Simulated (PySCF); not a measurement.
SbHBr₂, SMILES [SbH]([Br])[Br].

The structure is a stationary point at PBE0-D3(BJ)/def2-SVP. The structure was generated by enumeration; whether it is a known compound was not checked. The def2 effective core potentials stand for the cores of Sb; spin–orbit coupling is left out.

Two levels are set side by side: TDDFT-PBE/def2-SVPD (PySCF) and TDDFT-PBE0/def2-SVPD (PySCF). Vertical, same geometry. The lowest singlet is HOMO→LUMO 97 % with PBE and HOMO→LUMO 97 % with the other functional; states are paired by order. Differences are taken from unrounded values.

```csv
quantity,TDDFT-PBE
lowest singlet excitation (eV),3.80
lowest triplet excitation (TDA) (eV),3.36
first bright state (f over 0.05) (eV),5.04
its oscillator strength,0.08
```

These are the TDDFT-PBE values. What does TDDFT-PBE0 give? (An estimate is asked for; the answer gives what the named calculation found.)


| quantity | TDDFT-PBE0 | TDDFT-PBE minus TDDFT-PBE0 |
|---|---|---|
| lowest singlet excitation (eV) | 4.20 | -0.40 |
| lowest triplet excitation (TDA) (eV) | 3.58 | -0.22 |
| first bright state (f over 0.05) (eV) | 5.68 | -0.64 |
| its oscillator strength | 0.11 | -0.04 |

Functionals without exact exchange tend to place singlet excitations lower, as here. Differences between two approximate levels are no errors against the true value.

Rough cost on one machine, each run with all the roots and properties that it gave: TDDFT-PBE0 against TDDFT-PBE about 4 times.
